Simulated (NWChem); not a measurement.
Species: boric acid (H$_{3}$BO$_{3}$); SMILES OB(O)O

```xyz
7

O     -0.9601     0.9994     0.0000
B     -0.0379     0.0018     0.0000
O      1.2931     0.3441     0.0000
O     -0.5147    -1.2776     0.0000
H     -0.5347     1.8615     0.0000
H      1.9080    -0.3925     0.0000
H      0.1585    -1.9602     0.0000
```
Atoms are numbered in this order, from 1.

Level: PBE0/def2-SVP (NWChem), optimised geometry, unscaled harmonic frequencies. 

### Question
List the harmonic frequencies with IR intensities, and the thermochemistry.

### Answer
```
frequency (cm⁻¹)  IR intensity (km/mol)
----------------  ---------------------
282                                 6.5
449                                31.8
459                                 4.1
468                               215.9
512                               102.9
676                               100.3
896                                 4.1
927                               207.2
1020                              194.3
1033                                9.0
1454                              462.1
1510                              345.7
3938                               91.9
3950                               35.4
3967                               91.8
```

```yaml
zero_point_energy: 30.8 kcal/mol
thermal correction to the enthalpy at 298.15 K (with zero-point energy): 34.2 kcal/mol
heat capacity Cv: 15.6 cal/(mol K)
entropy at 298.15 K and 1 atm (symmetry number 1): 67.5 cal/(mol K)
dipole_moment: 3.14 D
```

Rigid rotor and harmonic oscillator.
